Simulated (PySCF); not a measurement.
Pd, charge +1, quartet (a state made from the parent by changing its charge; the spin is typed, not shown lowest) (core potentials on Pd); PBE/def2-SVP (PySCF).

The PySCF input:
```python
from pyscf import gto, scf, dft

mol = gto.M(
    atom='''
Pd    0.00000000    0.00000000    0.00000000
''',
    basis='def2-svp',
    ecp={'Pd': 'def2-svp'},
    charge=1,
    spin=3,
    verbose=4,
)

mf = dft.UKS(mol)
mf.xc = 'pbe'
mf.kernel()
```

Output, abridged:

```
PySCF version 2.14.0

[INPUT] verbose = 4
[INPUT] num. atoms = 1
[INPUT] num. electrons = 17
[INPUT] charge = 1
[INPUT] spin (= nelec alpha-beta = 2S) = 3
[INPUT] symmetry False subgroup None
[INPUT] Mole.unit = angstrom
[INPUT] Symbol           X                Y                Z      unit          X                Y                Z       unit  Magmom
[INPUT]  1 Pd     0.000000000000   0.000000000000   0.000000000000 AA    0.000000000000   0.000000000000   0.000000000000 Bohr   0.0

nuclear repulsion = 0
number of shells = 11
number of NR pGTOs = 57
number of NR cGTOs = 31
basis = def2-svp
ecp = {'Pd': 'def2-svp'}

******** <class 'pyscf.dft.uks.UKS'> ********
method = UKS
initial guess = minao
damping factor = 0
level_shift factor = 0
DIIS = <class 'pyscf.scf.diis.CDIIS'>
diis_start_cycle = 1
diis_space = 8
diis_damp = 0
SCF conv_tol = 1e-09
SCF conv_tol_grad = None
SCF max_cycles = 50
direct_scf = True
direct_scf_tol = 1e-13
number electrons alpha = 10  beta = 7
XC library pyscf.dft.libxc version 7.1.2
    S. Lehtola, C. Steigemann, M. J. T. Oliveira, and M. A. L. Marques,  SoftwareX 7, 1–5 (2018)
XC functionals = pbe
    J. P. Perdew, K. Burke, and M. Ernzerhof,  Phys. Rev. Lett. 77, 3865 (1996)
    J. P. Perdew, K. Burke, and M. Ernzerhof,  Phys. Rev. Lett. 78, 1396 (1997)
    J. P. Perdew, K. Burke, and M. Ernzerhof,  Phys. Rev. Lett. 77, 3865 (1996)
    J. P. Perdew, K. Burke, and M. Ernzerhof,  Phys. Rev. Lett. 78, 1396 (1997)
radial grids:
    Treutler-Ahlrichs [JCP 102, 346 (1995); DOI:10.1063/1.469408] (M4) radial grids

becke partition: Becke, JCP 88, 2547 (1988); DOI:10.1063/1.454033
pruning grids: <function nwchem_prune>
grids dens level: 3
symmetrized grids: False
atomic radii adjust function: <function treutler_atomic_radii_adjust>
small_rho_cutoff = 0
Set gradient conv threshold to 3.16228e-05
tot grids = 22176
init E= -117.147220964881

cycle= 1 E= -127.297976553301  delta_E= -10.2  |g|= 0.46  |ddm|= 2.77

cycle= 2 E= -127.319849944728  delta_E= -0.0219  |g|= 0.457  |ddm|= 1.53

cycle= 3 E= -127.415618759565  delta_E= -0.0958  |g|= 0.0231  |ddm|= 0.603

cycle= 4 E= -127.415714141127  delta_E= -9.54e-05  |g|= 0.0133  |ddm|= 0.09

cycle= 5 E= -127.415816603849  delta_E= -0.000102  |g|= 0.00249  |ddm|= 0.0508

cycle= 6 E= -127.415818922769  delta_E= -2.32e-06  |g|= 0.000417  |ddm|= 0.00457

cycle= 7 E= -127.415819074392  delta_E= -1.52e-07  |g|= 0.000107  |ddm|= 0.00169

cycle= 8 E= -127.415819170074  delta_E= -9.57e-08  |g|= 8.85e-05  |ddm|= 0.00156

cycle= 9 E= -127.415819229602  delta_E= -5.95e-08  |g|= 8.83e-05  |ddm|= 0.000981

cycle= 10 E= -127.415819520262  delta_E= -2.91e-07  |g|= 8.81e-05  |ddm|= 0.0048

cycle= 11 E= -127.415824425167  delta_E= -4.9e-06  |g|= 0.00031  |ddm|= 0.0871

cycle= 12 E= -127.415824062381  delta_E= 3.63e-07  |g|= 0.000263  |ddm|= 0.00726

cycle= 13 E= -127.415821179328  delta_E= 2.88e-06  |g|= 0.000172  |ddm|= 0.0518

cycle= 14 E= -127.415816656212  delta_E= 4.52e-06  |g|= 0.000209  |ddm|= 0.0747

cycle= 15 E= -127.415825589357  delta_E= -8.93e-06  |g|= 0.000674  |ddm|= 0.162

cycle= 16 E= -127.415824780784  delta_E= 8.09e-07  |g|= 0.000498  |ddm|= 0.0195

cycle= 17 E= -127.415826174497  delta_E= -1.39e-06  |g|= 0.000778  |ddm|= 0.0341

cycle= 18 E= -127.415825907229  delta_E= 2.67e-07  |g|= 0.000745  |ddm|= 0.00653

cycle= 19 E= -127.415827908012  delta_E= -2e-06  |g|= 0.000348  |ddm|= 0.0377

cycle= 20 E= -127.415829108712  delta_E= -1.2e-06  |g|= 9.77e-05  |ddm|= 0.0278

cycle= 21 E= -127.415829691489  delta_E= -5.83e-07  |g|= 0.00011  |ddm|= 0.0159

cycle= 22 E= -127.415829488788  delta_E= 2.03e-07  |g|= 9.13e-05  |ddm|= 0.00591

cycle= 23 E= -127.415829345754  delta_E= 1.43e-07  |g|= 8.49e-05  |ddm|= 0.00451

cycle= 24 E= -127.415829147332  delta_E= 1.98e-07  |g|= 8.73e-05  |ddm|= 0.00531

cycle= 25 E= -127.415830425442  delta_E= -1.28e-06  |g|= 0.000295  |ddm|= 0.0416

cycle= 26 E= -127.415829159898  delta_E= 1.27e-06  |g|= 6.98e-05  |ddm|= 0.0399

cycle= 27 E= -127.415829622338  delta_E= -4.62e-07  |g|= 0.000128  |ddm|= 0.0161

cycle= 28 E= -127.415829358661  delta_E= 2.64e-07  |g|= 0.000132  |ddm|= 0.0256

cycle= 29 E= -127.415830290374  delta_E= -9.32e-07  |g|= 0.00012  |ddm|= 0.026

cycle= 30 E= -127.415830801655  delta_E= -5.11e-07  |g|= 0.000112  |ddm|= 0.0166

cycle= 31 E= -127.415829201604  delta_E= 1.6e-06  |g|= 0.000123  |ddm|= 0.0459

cycle= 32 E= -127.415829081406  delta_E= 1.2e-07  |g|= 0.000123  |ddm|= 0.00333

cycle= 33 E= -127.415828988857  delta_E= 9.25e-08  |g|= 0.000132  |ddm|= 0.00372

cycle= 34 E= -127.415829531257  delta_E= -5.42e-07  |g|= 0.000132  |ddm|= 0.0139

cycle= 35 E= -127.415829530737  delta_E= 5.2e-10  |g|= 0.000114  |ddm|= 0.0377

cycle= 36 E= -127.415829331146  delta_E= 2e-07  |g|= 5.98e-05  |ddm|= 0.00825

cycle= 37 E= -127.415830171073  delta_E= -8.4e-07  |g|= 6.98e-05  |ddm|= 0.0253

cycle= 38 E= -127.415830073367  delta_E= 9.77e-08  |g|= 0.00015  |ddm|= 0.0369

cycle= 39 E= -127.415830341389  delta_E= -2.68e-07  |g|= 5.22e-05  |ddm|= 0.025

cycle= 40 E= -127.41583098484  delta_E= -6.43e-07  |g|= 6.68e-05  |ddm|= 0.0229

cycle= 41 E= -127.415831109485  delta_E= -1.25e-07  |g|= 5.55e-05  |ddm|= 0.00653

cycle= 42 E= -127.415831014992  delta_E= 9.45e-08  |g|= 7.58e-05  |ddm|= 0.0103

cycle= 43 E= -127.415830759889  delta_E= 2.55e-07  |g|= 0.000105  |ddm|= 0.0124

cycle= 44 E= -127.415830647869  delta_E= 1.12e-07  |g|= 7.15e-05  |ddm|= 0.00588

cycle= 45 E= -127.415830617373  delta_E= 3.05e-08  |g|= 5.52e-05  |ddm|= 0.00395

cycle= 46 E= -127.41583113231  delta_E= -5.15e-07  |g|= 7.59e-05  |ddm|= 0.0165

cycle= 47 E= -127.415831072101  delta_E= 6.02e-08  |g|= 6.48e-05  |ddm|= 0.00305

cycle= 48 E= -127.415830853561  delta_E= 2.19e-07  |g|= 4.8e-05  |ddm|= 0.00794

cycle= 49 E= -127.415830734966  delta_E= 1.19e-07  |g|= 4.84e-05  |ddm|= 0.00738

cycle= 50 E= -127.415830927445  delta_E= -1.92e-07  |g|= 4.64e-05  |ddm|= 0.00626
SCF not converged.
SCF energy = -127.415830927445 after 50 cycles  <S^2> = 3.7503326  2S+1 = 4.0001663
```

Convergence was not reached.
